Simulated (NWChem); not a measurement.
**Lowest excitation of CClF**

```
C
F 1 1.2918
Cl 1 1.7615 2 106.66
```
Charge 0, spin multiplicity 1.

All runs are NWChem calculations. Structure: optimised with B3LYP/def2-SVP, a minimum by its harmonic frequencies.

Basis set: aug-cc-pVDZ.

```tsv
method	lowest vertical singlet excitation energy (eV)	relative cost	difference from EOM-CCSD
TD-BHandHLYP	3.38	under 3	-0.26
TD-B3LYP	3.39	under 3	-0.25
TD-PBE	3.38	1	-0.27
CIS	3.71	under 3	+0.07
EOM-CCSD	3.64	under 3	0.00
```

The values span 0.34 eV, from TD-PBE (lowest) to CIS (highest). The cost column gives rough processor time relative to TD-PBE; each entry includes its own SCF.

The correlated methods keep 7 core orbitals frozen. B3LYP has NWChem's definition, with VWN1-RPA local correlation. The structure started from a generated list of species. Differences from the coupled-cluster row are differences between methods, not errors against experiment.
